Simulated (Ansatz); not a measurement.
Geometry optimisation, UKS PBE/6-31G* in Ansatz 0.2.0.

input.yaml

```yaml
crystal:
  periodic: [false, false, false]
  atoms:
    - { symbol: C, position_ang: [-1.5816, -0.7481, -0.01] }
    - { symbol: Al, position_ang: [-0.0107, 0.0327, 0.8623] }
    - { symbol: C, position_ang: [1.6068, 0.3794, -0.2167] }
    - { symbol: S, position_ang: [1.3996, 0.4043, -1.9555] }
    - { symbol: S, position_ang: [1.8153, 2.0826, -0.6628] }
    - { symbol: H, position_ang: [-2.4398, -0.804, 0.7262] }
    - { symbol: H, position_ang: [-1.3631, -1.6887, -0.462] }
    - { symbol: H, position_ang: [-1.9228, 0.0082, -0.8278] }
    - { symbol: H, position_ang: [-0.026, 0.3859, 2.4663] }
    - { symbol: H, position_ang: [1.54609, -0.62552, -2.86237] }
magnetization:
  spin_polarized: true
basis:
  gaussian: { orbitals: "6-31G*" }
hamiltonian:
  xc: pbe
relax:
  f_tol: 0.02
  max_steps: 50
```

Command:

```bash
$ ansatz run input.yaml --threads 2 --pin off --max-ram 3072MiB --backend cpu --events-out ev --progress --plain --runs-dir out
```

Problem. Where does it end, and by what steps?

Solution. It converged. The force dipped under the threshold on the way, but the program's further checks kept it going. After 22 steps the energy has fallen by 4.192 eV; H9 moved furthest, 1.31 Å. Parted: S4–S5. Joined: Al2–S5.

| step | energy less start (eV) | largest force component (eV/Å) | accepted |
| --- | --- | --- | --- |
| 0 | 0.0000 | 3.205 | yes |
| 1 | -1.4273 | 3.184 | yes |
| 2 | -2.4275 | 2.867 | yes |
| 3 | -2.9842 | 2.684 | yes |
| 4 | -3.3947 | 2.036 | yes |
| 5 | -3.6754 | 1.295 | yes |
| 6 | -3.8608 | 0.870 | yes |
| 7 | -4.0008 | 0.616 | yes |
| 8 | -4.0991 | 0.336 | yes |
| 9 | -4.1514 | 0.204 | yes |
| 10 | -4.1750 | 0.150 | yes |
| 11 | -4.1872 | 0.129 | yes |
| 12 | -4.1877 | 0.169 | yes |
| 13 | -4.1907 | 0.025 | yes |
| 14 | -4.1914 | 0.028 | yes |
| 15 | -4.1908 | 0.166 | no |
| 16 | -4.1919 | 0.014 | yes |
| 17 | -4.1910 | 0.165 | no |
| 18 | -4.1922 | 0.009 | yes |
| 19 | -4.1922 | 0.058 | no |
| 20 | -4.1924 | 0.007 | yes |
| 21 | -4.1922 | 0.032 | no |
| 22 | -4.1924 | 0.006 | yes |

```xyz
10
Properties=species:S:1:pos:R:3
C -1.827 -0.511 0.109
Al 0.033 -0.037 0.562
C 1.240 0.623 -0.880
S 2.313 0.452 -2.209
S 0.793 2.125 -0.236
H -2.513 -0.248 0.934
H -1.928 -1.600 -0.058
H -2.182 0.001 -0.802
H 0.793 -0.467 1.906
H 2.301 -0.910 -2.268
```

Run time: 58 s on 2 threads of Intel(R) Xeon(R) Platinum 8488C (Sapphire Rapids), with other jobs on the host, peak memory 0.27 GiB.
